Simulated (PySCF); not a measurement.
C2H6ClNTe. Atoms are numbered in the order given.

```xyz
11

Te     0.6835    -0.3681     0.0000
Cl    -1.3531    -1.6689     0.0000
N     -0.0312     1.4955     0.0000
C     -0.6324     2.0085     1.2131
C     -0.6324     2.0085    -1.2131
H     -1.6917     1.7052     1.3215
H     -0.5947     3.1117     1.2009
H     -0.0806     1.6541     2.0937
H     -0.5947     3.1117    -1.2009
H     -1.6917     1.7052    -1.3215
H     -0.0806     1.6541    -2.0937
```

Coordinates come from a PBE0-D3(BJ)/def2-SVP optimisation. The structure was generated by enumeration, and PubChem lists no compound with its InChIKey, so it may never have been made. The def2 effective core potentials stand for the cores of Te; spin–orbit coupling is left out. One conformer was computed; it need not be the lowest.

Level of theory: PBE0-D3(BJ)/def2-SVP run with PySCF.

Frequencies are harmonic and unscaled.

| mode | ν (cm⁻¹) | IR (km/mol) | moving atoms (share of kinetic energy) |
|---|---|---|---|
| 1 | 73 | 4.9 | Cl 43 %, C 26 %, H 21 %, Te 10 % |
| 2 | 84 | 0.9 | C 50 %, H 25 %, Cl 19 % |
| 3 | 206 | 2.0 | H 75 %, N 12 % |
| 4 | 208 | 0.1 | H 97 % |
| 5 | 299 | 0.3 | C 47 %, H 28 %, N 19 % |
| 6 | 312 | 25.0 | N 57 %, H 31 % |
| 7 | 331 | 16.7 | C 38 %, H 25 %, Te 20 %, Cl 16 % |
| 8 | 339 | 20.4 | Cl 62 %, Te 18 %, C 11 % |
| 9 | 561 | 14.8 | N 35 %, C 33 %, H 25 % |
| 10 | 1002 | 66.0 | C 42 %, H 31 %, N 26 % |
| 11 | 1068 | 4.0 | H 69 %, C 26 % |
| 12 | 1104 | 0.6 | H 80 %, C 20 % |
| 13 | 1146 | 5.2 | H 70 %, C 19 %, N 11 % |
| 14 | 1256 | 37.9 | N 56 %, C 29 %, H 14 % |
| 15 | 1263 | 1.5 | H 44 %, N 31 %, C 24 % |
| 16 | 1416 | 0.7 | H 86 %, C 14 % |
| 17 | 1439 | 8.4 | H 86 %, C 14 % |
| 18 | 1447 | 6.0 | H 96 % |
| 19 | 1460 | 32.6 | H 94 % |
| 20 | 1469 | 11.1 | H 96 % |
| 21 | 1486 | 4.0 | H 96 % |
| 22 | 3007 | 30.4 | H 97 % |
| 23 | 3011 | 80.1 | H 96 % |
| 24 | 3090 | 49.1 | H 91 %, C 9 % |
| 25 | 3093 | 0.5 | H 91 %, C 9 % |
| 26 | 3169 | 3.8 | H 91 %, C 9 % |
| 27 | 3170 | 6.1 | H 91 %, C 9 % |
